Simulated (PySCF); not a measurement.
In(Cl)(Br)(OH) (BrClHInO), SMILES [Br][In]([Cl])[OH].

Geometry optimised at B3LYP-D3(BJ)/def2-SVP. The structure was generated by enumeration; whether it is a known compound was not checked. The def2 effective core potentials stand for the cores of In; spin–orbit coupling is left out. The values are those of a single conformer.

Method: B3LYP-D3(BJ)/def2-SVP in PySCF 2.14.0.

Frequencies are harmonic and unscaled.

| mode | ν (cm⁻¹) | IR (km/mol) | Raman (Å⁴/amu) | depolarisation | moving atoms (share of kinetic energy) |
|---|---|---|---|---|---|
| 1 | 76 | 3.9 | 2.6 | 0.73 | Cl 45 %, Br 24 %, In 24 % |
| 2 | 105 | 11.9 | 0.1 | 0.75 | In 42 %, O 36 %, Cl 13 % |
| 3 | 112 | 18.3 | 3.0 | 0.75 | O 66 %, Cl 12 %, H 9 % |
| 4 | 253 | 17.7 | 11.6 | 0.15 | Br 60 %, In 31 % |
| 5 | 280 | 101.6 | 0.6 | 0.75 | H 93 % |
| 6 | 367 | 45.1 | 10.6 | 0.25 | Cl 73 %, In 25 % |
| 7 | 609 | 59.8 | 20.1 | 0.20 | O 85 %, In 13 % |
| 8 | 842 | 76.9 | 1.0 | 0.74 | H 93 % |
| 9 | 3804 | 76.2 | 163.0 | 0.28 | H 94 % |
